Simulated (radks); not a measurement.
Spherical jellium clusters: N electrons in a uniform positive sphere of charge N and radius rs N^(1/3), rs = 5.84 bohr. Method: non-relativistic Kohn-Sham, LDA (Slater exchange, Perdew-Wang correlation), spin-polarised, spherical densities; computed with a radial shooting solver with Libxc functionals. Levels are named by radial order and angular momentum (1s, 1p, 1d, 2s, ...), and open shells are averaged over m.

N = 33, configuration 1s2 1p6 1d10 2s2 1f(up 7, down 6). This is the lowest configuration that the search found. Occupied and some empty levels:

level    occupation  eigenvalue (eV)  <r> (bohr)
1s up             1          -3.4067       10.65
1s down           1          -3.3924       10.49
1p up             3          -3.0985       13.10
1p down           3          -3.0754       13.03
1d up             5          -2.7365       14.40
1d down           5          -2.7098       14.39
2s up             1          -2.6369       11.08
2s down           1          -2.6243       11.19
1f up             7          -2.3064       15.32
1f down           6          -2.2786       15.32
2p up             0          -2.0304       12.05
2p down           0          -2.0195       12.08
1g up             0          -1.8099       16.07
1g down           0          -1.7823       16.09
2d up             0          -1.3955       13.71
2d down           0          -1.3828       13.72

Energy (eV): total -59.3241, kinetic 29.065, external -1895.8, Hartree 947.56, exchange-correlation -89.353, background 949.17.
